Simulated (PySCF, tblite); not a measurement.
Species: C6H13F3P (charge +1).
Bonds: C1–C2, C2–P3, P3–C4, P3–C5, P3–C6, C6–C7, C7–F8, C7–F9, C7–F10. Hydrogens: H11, H12, H13 on C1; H14, H15 on C2; H16, H17, H18 on C4; H19, H20, H21 on C5; H22, H23 on C6.

Structure optimised with GFN2-xTB, isolated species.

Give the optimised bond lengths and angles.

```json
{"bond": "C1–C2", "length (bohr)": "2.884", "order": "single"}
{"bond": "C2–P3", "length (bohr)": "3.441", "order": "single"}
{"bond": "P3–C4, P3–C5", "length (bohr)": "3.411", "order": "single"}
{"bond": "P3–C6", "length (bohr)": "3.477", "order": "single"}
{"bond": "C6–C7", "length (bohr)": "2.872", "order": "single"}
{"bond": "C7–F8", "length (bohr)": "2.524", "order": "single"}
{"bond": "C7–F9", "length (bohr)": "2.545", "order": "single"}
{"bond": "C7–F10", "length (bohr)": "2.497", "order": "single"}
{"bond": "C1–H11, C1–H12, C1–H13", "length (bohr)": "2.054", "order": "single"}
{"bond": "C2–H14, C2–H15", "length (bohr)": "2.067", "order": "single"}
{"bond": "C4–H16 and 5 like bonds", "length (bohr)": "2.060", "order": "single"}
{"bond": "C6–H22, C6–H23", "length (bohr)": "2.067", "order": "single"}
```

Bonds in one row agree within 0.02 bohr and their mean is given. Orders are formal, as drawn. A selection of angles:
```json
{"angle": "C1–C2–P3", "degrees": "113.2"}
{"angle": "C2–P3–C4", "degrees": "108.8"}
{"angle": "C2–P3–C5", "degrees": "110.8"}
{"angle": "C2–P3–C6", "degrees": "106.2"}
{"angle": "C4–P3–C5", "degrees": "110.5"}
{"angle": "C4–P3–C6", "degrees": "111.4"}
{"angle": "C5–P3–C6", "degrees": "109.0"}
{"angle": "P3–C6–C7", "degrees": "110.1"}
{"angle": "C6–C7–F8", "degrees": "111.2"}
{"angle": "C6–C7–F9", "degrees": "110.0"}
{"angle": "C6–C7–F10", "degrees": "112.9"}
{"angle": "F8–C7–F9", "degrees": "106.3"}
{"angle": "F8–C7–F10", "degrees": "108.3"}
```

Torsions: C1–C2–P3–C4 -179° (antiperiplanar); C2–P3–C6–C7 -158° (antiperiplanar); P3–C6–C7–F8 73° (synclinal). The mirror-image conformer, all signs reversed, is as good.

P3 (phosphonium phosphorus) is tetrahedral (angles from 106.2° to 111.4°). Of the pairs four or more bonds apart, C4···F8 is among the closest relative to their van der Waals radii: 2.94 Å, 93 % of the sum of Bondi's values. The 3 C–F bonds span 1.321 Å (C7–F10, drawn single) to 1.347 Å (C7–F9, drawn single), a spread of 0.026 Å. The C–P distances run from 1.805 Å (P3–C4, drawn single) to 1.840 Å (P3–C6, drawn single), a spread of 0.035 Å.

Point group: C1 (no symmetry element, even within 0.4 Å). Its GFN2-xTB frequencies are all real (lowest 52 cm⁻¹). 3 starts were optimised and ended at 0.00, 0.24 and 0.83 kcal/mol (GFN2-xTB); the lowest of these is shown.

The numbers are calculated, not measured.
